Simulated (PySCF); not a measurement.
Hf(OH)3 (H₃HfO₃), SMILES [OH][Hf]([OH])[OH] (connectivity only; charge and spin as stated), neutral, multiplicity 2.

Geometry: PBE0-D3(BJ)/def2-SVP. The multiplicity is an assumed one; other spin states were not compared. The isomer is the one that the SMILES or the coordinates give; other isomers of the formula were not compared. The def2 effective core potentials stand for the cores of Hf; spin–orbit coupling is left out. Other conformers were not sampled.

Two levels are set side by side: PBE/def2-TZVPD (PySCF) and ωB97X/def2-TZVPD (PySCF). Same geometry, gas phase. Differences are taken from unrounded values.

```tsv
quantity	PBE
α-spin orbital gap (eV)	2.92
β-spin orbital gap (eV)	4.99
mean polarisability (bohr³)	74.5
```

**Question.** These are the PBE values. What does ωB97X give? (Estimate from the structure and the level; the computed values follow.)

**Answer.** 
```csv
quantity,ωB97X,PBE minus ωB97X
α-spin orbital gap (eV),7.84,-4.92
β-spin orbital gap (eV),10.54,-5.56
mean polarisability (bohr³),67.2,7.3
```

PBE's more diffuse valence density responds more strongly to a field. Differences between two approximate levels are no errors against the true value.

Rough cost on one machine, each run with all the roots and properties that it gave: ωB97X against PBE within a factor of 2.
